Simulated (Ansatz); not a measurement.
Kohn–Sham single points on C3H3AlClFO2, SMILES `[F][Al-]1([Cl])[O]C=CC=[O+]1`.

```yaml
crystal:
  periodic: [false, false, false]
  atoms:
    - {symbol: F, position_ang: [-0.841240, -2.007685, 1.977598]}
    - {symbol: Al, position_ang: [0.339574, -1.091797, 1.288587]}
    - {symbol: Cl, position_ang: [2.294455, -1.271157, 2.014730]}
    - {symbol: O, position_ang: [-0.174792, 0.645068, 1.281995]}
    - {symbol: C, position_ang: [-0.405166, 1.337532, 0.244039]}
    - {symbol: C, position_ang: [-0.319681, 0.884280, -1.065561]}
    - {symbol: C, position_ang: [0.028394, -0.427433, -1.358893]}
    - {symbol: O, position_ang: [0.309312, -1.325285, -0.507493]}
    - {symbol: H, position_ang: [-0.696262, 2.375613, 0.425824]}
    - {symbol: H, position_ang: [-0.538833, 1.565508, -1.874927]}
    - {symbol: H, position_ang: [0.069641, -0.741646, -2.405297]}
basis:
  gaussian: {orbitals: def2-TZVPP}
hamiltonian: {xc: {name: BLYP}, dispersion: d4}
output: {orbitals: {seedname: orbitals}}
```

```sh
$ ansatz run in.yaml --threads 4 --pin off --events-out ev --progress --plain --max-ram 11315MiB
```

It prints (some lines left out):

```
Functional definition: BLYP
1738 factors; their error is unknown
mean field evaluation 1: about -29085.5871 eV, gradient 9.0e1 eV
mean field evaluation 2: about -29052.3642 eV, gradient 1.7e2 eV
mean field evaluation 4: about -29099.4103 eV, gradient 1.3e1 eV
mean field evaluation 8: about -29099.7820 eV, gradient 1.4e-1 eV
mean field evaluation 16: about -29099.7473 eV, gradient 1.5e-3 eV
mean field -29099.74725450 eV, -1069.3959870859 hartree, gradient 8.1e-5 eV, S^2 0.000000; 0 other end points of the search recorded, 0 dependent functions left out
reference -29099.74766724 eV, -1069.3960022536 hartree; 38, 38 occupied and 274, 274 virtual orbitals, 1738 factors
Total energy: -29100.46371621 eV, -1069.4223165680 hartree
```

Hardware: 4 threads of an Arm Neoverse V1 on a shared host. Wall time 4 s, peak host memory 0.53 GiB.

The same input with `hamiltonian: {xc: {name: PBE-QIDH}}` (abridged; 13 s):

```
Functional definition: PBE-QIDH
mean field evaluation 16: about -29063.1288 eV, gradient 1.9e-4 eV
mean field -29063.12884725 eV, -1068.0502854401 hartree, gradient 4.6e-6 eV, S^2 0.000000
16 core orbitals not correlated: weight in the atoms' cores, before any rotation towards them, 1.000 or more for the frozen orbitals, at most 0.000 for the correlated occupied ones
second order -43.65233903 eV of doubles, -0.00000000 eV of singles
Total energy: -29077.67964080 eV, -1068.5850172402 hartree
```

Changing it to `hamiltonian: {xc: {name: B3LYP}, dispersion: d4}` and forces (abridged; 11 s):

```
Functional definition: B3LYP
mean field evaluation 16: about -29102.6795 eV, gradient 6.7e-4 eV
mean field -29102.67954710 eV, -1069.5037468512 hartree, gradient 2.2e-5 eV, S^2 0.000000
Total energy: -29103.21056513 eV, -1069.5232614038 hartree
Atom 0 force    -0.102528    -0.078127     0.058370 eV/Å
Atom 1 force     0.017639    -0.012175     0.017898 eV/Å
Atom 2 force     0.126049    -0.012623     0.048148 eV/Å
Atom 3 force     0.040185    -0.121374     0.239714 eV/Å
Atom 4 force    -0.109274     0.360379    -0.127331 eV/Å
Atom 5 force    -0.028579     0.092805    -0.109683 eV/Å
Atom 6 force    -0.037033     0.072326    -0.389013 eV/Å
Atom 7 force     0.062142    -0.212980     0.156295 eV/Å
Atom 8 force     0.020582    -0.070992    -0.018044 eV/Å
Atom 9 force     0.014843    -0.044173     0.052650 eV/Å
Atom 10 force    -0.004027     0.026933     0.070997 eV/Å
Dipole moment:    -0.285054     0.811523    -0.970587 e Å
```

Changing it to `hamiltonian: {xc: {name: B97M-V}}` (abridged; 18 s):

```
Functional definition: B97M-V
mean field evaluation 16: about -29094.8941 eV, gradient 3.2e-3 eV
mean field -29094.89405590 eV, -1069.2176353270 hartree, gradient 4.2e-5 eV, S^2 0.000000
Total energy: -29094.89412625 eV, -1069.2176379121 hartree
```

With the line `hamiltonian: {xc: {name: r2SCAN0}, dispersion: d4}` (abridged; 11 s):

```
Functional definition: r2SCAN0
mean field evaluation 16: about -29093.7546 eV, gradient 3.7e-4 eV
mean field -29093.75464871 eV, -1069.1757628849 hartree, gradient 2.0e-5 eV, S^2 0.000000
Total energy: -29093.85312993 eV, -1069.1793820028 hartree
```

The same input with `hamiltonian: {xc: {name: LC-wPBE}}` (abridged; 4.8 s):

```
Functional definition: LC-wPBE
mean field evaluation 16: about -29089.5788 eV, gradient 8.3e-5 eV
mean field -29089.57880240 eV, -1069.0223033635 hartree, gradient 3.7e-5 eV, S^2 0.000000
Total energy: -29089.57880241 eV, -1069.0223033638 hartree
```

B3LYP takes the VWN-RPA correlation (the form of Gaussian; ORCA's B3LYP/G).
